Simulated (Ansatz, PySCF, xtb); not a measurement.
Breaking the Se2–H6 bond in H4SeSi (SMILES [SiH3][SeH]) (multiplicity 1 held, fragments rigid). Energies count from the point at 1.472 Å.
Geometry at that point (charge 0, multiplicity 1):
```xyz
6

Si    -1.411    -0.560     0.051
Se     0.706     0.323    -0.028
H     -1.634    -1.318     1.301
H     -2.308     0.614     0.002
H     -1.670    -1.446    -1.105
H      1.355    -0.997     0.033
```

```json
[
 {"level": "GFN2-xTB", "energy at R = 4.711 Å (eV)": "3.578", "cost": "-"},
 {"level": "U-HF/LANL2DZ", "energy at R = 4.711 Å (eV)": "2.200", "cost": "-"},
 {"level": "R-HF/def2-TZVPP", "energy at R = 4.711 Å (eV)": "7.453", "cost": "-"},
 {"level": "U-PBE/def2-TZVPP", "energy at R = 4.711 Å (eV)": "3.551", "cost": "-"},
 {"level": "U-r2SCAN/def2-TZVPP", "energy at R = 4.711 Å (eV)": "3.576", "cost": "-"},
 {"level": "R-B3LYP/LANL2DZ", "energy at R = 4.711 Å (eV)": "5.260", "cost": "-"},
 {"level": "R-B3LYP/def2-TZVPP", "energy at R = 4.711 Å (eV)": "5.386", "cost": "×1"},
 {"level": "U-B3LYP/def2-TZVPP", "energy at R = 4.711 Å (eV)": "3.566", "cost": "-"},
 {"level": "R-wB97X-V/def2-TZVPP", "energy at R = 4.711 Å (eV)": "6.857", "cost": "×2"},
 {"level": "U-wB97X-V/def2-TZVPP", "energy at R = 4.711 Å (eV)": "3.615", "cost": "-"},
 {"level": "U-CCSD(T)/def2-TZVPP", "energy at R = 4.711 Å (eV)": "3.577", "cost": "-"},
 {"level": "CASSCF(4,3)/def2-TZVPP", "energy at R = 4.711 Å (eV)": "3.119", "cost": "-"},
 {"level": "SC-NEVPT2 on CASSCF(4,3)/def2-TZVPP", "energy at R = 4.711 Å (eV)": "3.419", "cost": "-"},
 {"level": "FIC-MRCISD+Q on CASSCF(4,3)/def2-TZVPP", "energy at R = 4.711 Å (eV)": "3.561", "cost": "-"}
]
```

The rows run from 2.200 (U-HF/LANL2DZ) to 7.453 eV (R-HF/def2-TZVPP). The 4 U-functionals in def2-TZVPP without D3 or D4 span 0.064, from U-PBE to U-wB97X-V.

Restricted levels (R-, RO-) in cc, def2 and unpolarised 6-31G sets keep to the state of the molecule at rest. U- levels take the lowest unrestricted solution at each point, which mixes spins at long bonds. Active spaces are followed from a long bond inwards. Curves can end on different states.

Cores are frozen in the correlated methods. Filled d and f shells under p-block atoms count as core. Rows in LANL2DZ carry no dispersion term and start afresh at each structure. LANL2DZ brings its own core potentials from Na on.

Doubts at one or more of the structures used: a spin-contaminated determinant (U-HF/LANL2DZ, U-PBE/def2-TZVPP, U-r2SCAN/def2-TZVPP, U-B3LYP/def2-TZVPP, U-wB97X-V/def2-TZVPP, U-CCSD(T)/def2-TZVPP); a restricted determinant that unrestricted orbitals would lower (R-HF/def2-TZVPP, R-B3LYP/def2-TZVPP, R-wB97X-V/def2-TZVPP); active orbitals that take no part (CASSCF(4,3)/def2-TZVPP, SC-NEVPT2 on CASSCF(4,3)/def2-TZVPP, FIC-MRCISD+Q on CASSCF(4,3)/def2-TZVPP).

Codes used: Ansatz (Gaussian basis) for Hartree–Fock, density functionals and correlated methods; PySCF for LANL2DZ rows; xtb for the GFN methods. Each number belongs to the level named beside it. The GFN methods have no spin term and hold the electronic entropy of 300 K.

Costs are rough ratios of core time to R-PBE/def2-TZVPP (about 4 s over the structures, on one shared machine); a dash marks a level with no comparable run of its own.

Ansatz is an electronic-structure program.
